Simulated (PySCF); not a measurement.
## Static response to an electric field

Compound: C3H12N2OSi.
Geometry (GFN2-xTB, Å), atoms numbered from 1 in this order:
```xyz
19
C3H12N2OSi angstrom
C      2.5565   -1.3132    0.5058
O      1.1890   -1.0692    0.4596
Si     0.4833    0.1751   -0.3092
N      1.2016    1.6710    0.1734
N     -1.1215    0.1648    0.2832
C     -2.0587    1.1477   -0.1838
C     -1.7691   -1.0480    0.7147
H      2.7271   -2.1772    1.1499
H      2.9479   -1.5286   -0.4925
H      3.0940   -0.4523    0.9102
H      0.6125   -0.0557   -1.7657
H      2.1768    1.8164   -0.0286
H      0.6988    2.5284    0.0228
H     -1.5309    2.0489   -0.4801
H     -2.7660    1.3998    0.6120
H     -2.6344    0.7872   -1.0470
H     -2.3514   -1.5077   -0.0942
H     -1.0148   -1.7509    1.0507
H     -2.4504   -0.8274    1.5417
```

Level: CAM-B3LYP/def2-SVPD (PySCF), static field, nuclei fixed, core orbitals frozen in the response. The polarisability tensor in these axes (au):

```
x   92.14 -2.14 -0.29
y   -2.14 81.00 -2.48
z   -0.29 -2.48 72.90
```

**Question.** What are the eigenvalues, a third of the trace, and Δα (Δα² = ½Σ(αi − αj)² over the three pairs)?

**Answer.** Principal values 72.16, 81.34 and 92.53 au; mean 82.01 au = 12.15 Å³ = 13.52 × 10⁻⁴⁰ C²·m²/J; Δα = 17.67 au (22 % of the mean).

**Question.** What is the dipole moment, and where does it point?

**Answer.** (0.72, 0.88, -0.85) D, 1.42 D in size, pointing from the negative to the positive side. Measured along this direction, the outermost atoms are H19 at the negative end and H12 at the positive end.

**Question.** Give the principal axes and the span of the nuclei along them.

**Answer.** Largest value along (0.98, -0.18, 0.01), where the nuclei span 6.15 Å; middle along (0.18, 0.94, -0.28), 4.63 Å; least along (0.04, 0.28, 0.96), 2.82 Å. The response follows the extents in order.

**Question.** Molar refractivity from α?

**Answer.** Lorentz–Lorenz: R = (4π/3)N_A α = 2.5225 cm³/(mol·Å³) × 12.15 Å³ = 30.7 cm³/mol, in the limit of long wavelengths.

**Question.** How large is μ²/3kT at 298 K beside α?

**Answer.** In Gaussian units μ²/3kT = 16.28 Å³ against 12.15 Å³, a ratio of 1.34; the Debye molar polarisation (4π/3)N_A(α + μ²/3kT) is 71.7 cm³/mol, leaving out the vibrational part.

**Question.** What would n − 1 = 2πNα be for an ideal gas of these molecules at 298.15 K and 1 atm, electronic part alone?

**Answer.** N = p/kT = 2.4615 × 10¹⁹ cm⁻³, so n − 1 = 2π × N × 12.15 × 10⁻²⁴ cm³ = 1880 × 10⁻⁶ at long wavelengths.

One conformer (not necessarily the lowest) at the GFN2-xTB geometry, without solvent, vibrations or thermal averaging.

The run behind these numbers computed excited states as well. On one thread, Arm Neoverse V2 (aarch64) (shared host), this took 95 s (grids of density and orbitals included) and 1.2 GiB of memory at its peak.
